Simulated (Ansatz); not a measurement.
Input (CCSDT(Q)/cc-pVDZ; Ansatz, an electronic-structure program):

Ansatz 0.2 input:
```yaml
crystal:
  periodic: [false, false, false]
  atoms:
    - {symbol: B, position_ang: [-0.21094301, 0.12879592, 1.34007710]}
    - {symbol: H, position_ang: [-0.54687176, 1.27261009, 1.40700219]}
    - {symbol: H, position_ang: [-0.15445060, -0.52171649, 2.33775394]}
    - {symbol: C, position_ang: [0.13692959, -0.46389725, -0.03242944]}
    - {symbol: C, position_ang: [0.06891139, 0.27974656, -1.14647657]}
    - {symbol: H, position_ang: [0.44735024, -1.50077398, -0.13850077]}
    - {symbol: H, position_ang: [0.30820664, -0.10950821, -2.13122426]}
    - {symbol: H, position_ang: [-0.23456536, 1.32031316, -1.10198051]}
basis:
  gaussian:
    orbitals: cc-pVDZ
magnetization: {spin_polarized: false}
correlation: {method: ccsdt_q, electrons: outside_noble_gas}
```

Output:

```
Functional definition: HF
integrals: 0.06 GiB planned
1280 factors; integrals over basis functions are off by at most 1.8e-7 eV
mean field: 0.17 GiB planned
mean field evaluation 1: about -2809.2987 eV, gradient 2.2e1 eV
mean field evaluation 2: about -2809.2996 eV, gradient 2.2e1 eV
mean field evaluation 4: about -2810.8686 eV, gradient 2.6e0 eV
mean field evaluation 8: about -2810.8891 eV, gradient 4.3e-3 eV
mean field evaluation 16: about -2810.8891 eV, gradient 9.2e-2 eV
mean field -2810.88912069 eV, -103.2982698963 hartree, gradient 2.6e-6 eV, S^2 0.000000; 0 other end points of the search recorded, 0 dependent functions left out; unrestricted orbitals would lower it
3 core orbitals not correlated
reference -2810.88912069 eV, -103.2982698963 hartree; 8, 8 occupied and 56, 56 virtual orbitals, 1280 factors
second order -9.50780278 eV of doubles, -0.00000000 eV of singles
coupled cluster: 1.02 GiB planned
cycle   1  -10.24676333 eV  change   -7.4e-1 eV  update   8.8e-2
cycle   2  -10.80863191 eV  change   -5.6e-1 eV  update   3.9e-2
cycle   3  -11.02519457 eV  change   -2.2e-1 eV  update   1.8e-2
cycle   4  -11.00882996 eV  change    1.6e-2 eV  update   6.2e-3
cycle   5  -11.00910174 eV  change   -2.7e-4 eV  update   3.2e-3
cycle   6  -11.01316495 eV  change   -4.1e-3 eV  update   9.7e-4
cycle   7  -11.01333314 eV  change   -1.7e-4 eV  update   3.7e-4
cycle   8  -11.01315898 eV  change    1.7e-4 eV  update   1.2e-4
cycle   9  -11.01323994 eV  change   -8.1e-5 eV  update   4.7e-5
cycle  10  -11.01323208 eV  change    7.9e-6 eV  update   1.7e-5
cycle  11  -11.01320792 eV  change    2.4e-5 eV  update   7.2e-6
cycle  12  -11.01321646 eV  change   -8.5e-6 eV  update   2.6e-6
cycle  13  -11.01321805 eV  change   -1.6e-6 eV  update   7.9e-7
cycle  14  -11.01321894 eV  change   -8.9e-7 eV  update   3.6e-7
coupled cluster: 1.02 GiB planned
perturbative correction -0.02291510 eV, -0.0008421143 hartree
Total energy: -2821.92525473 eV, -103.7038403416 hartree
```

 In a CCSD(T) run of this state the restricted determinant is unstable towards broken spin symmetry.
